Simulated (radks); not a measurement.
Results of a calculation; reference values are marked as such.
O+, configuration [He] 2s2 2p3. Level of theory: non-relativistic Kohn-Sham, exchange-only LDA, spin-polarised, spherical densities, point nucleus; open shells are filled with parallel spins first (a radial shooting solver on a logarithmic mesh with Libxc functionals).

Unscreened Slater integrals over Kohn-Sham orbitals (hartree). They are taken over the spin-up orbitals.

F0(2p,2p): 0.84766
F2(2p,2p): 0.38436
F0(2p,2s): 0.84005
G1(2p,2s): 0.50977
F0(2p,1s): 1.2111
G1(2p,1s): 0.13871
F0(2s,2s): 0.83945
F0(2s,1s): 1.1913
G0(2s,1s): 0.090834
F0(1s,1s): 4.6824

Derived for the open shells (J is the average intra-shell exchange parameter used in DFT+U). 2p: J = F2/5 = 0.07687 hartree.
